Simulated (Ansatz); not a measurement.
Mulliken charges of `[AlH2][N]1[SiH2]C1=[Se]` from B3LYP/def2-TZVPP in Ansatz (PBE0-D4/def2-TZVP geometry).

| atom | x (Å) | y (Å) | z (Å) | charge (e) |
| --- | --- | --- | --- | --- |
| Al1 | -0.594 | 1.206 | -1.327 | 0.440 |
| N2 | 0.012 | 0.038 | -0.070 | -0.235 |
| Si3 | -0.132 | -0.867 | 1.433 | 0.335 |
| C4 | 1.126 | -0.717 | 0.125 | -0.037 |
| Se5 | 2.635 | -0.998 | -0.744 | -0.182 |
| H6 | -2.026 | 1.776 | -0.986 | -0.129 |
| H7 | 0.265 | 1.563 | -2.593 | -0.106 |
| H8 | -0.072 | -0.087 | 2.687 | -0.043 |
| H9 | -1.126 | -1.961 | 1.459 | -0.043 |

Task: By hand: the dipole of these point charges (1 e Å = 4.8032 D).

Result: Σ q r = (-0.545, 0.133, 0.267) e Å, of length 0.621 e Å = 2.98 D.

Task: How does the dipole of the full density compare? (Best estimate.)

Result: The calculation gave: (-0.700, 0.180, 0.328) e Å, 3.81 D; the point charges give 0.78 times that, at 1° from its direction.

Point charges leave out the atoms' own dipoles, such as those of lone pairs, and Mulliken's split depends on the basis, so the two needn't agree.

B3LYP here is the variant with VWN-RPA as its local correlation; programs differ in this.
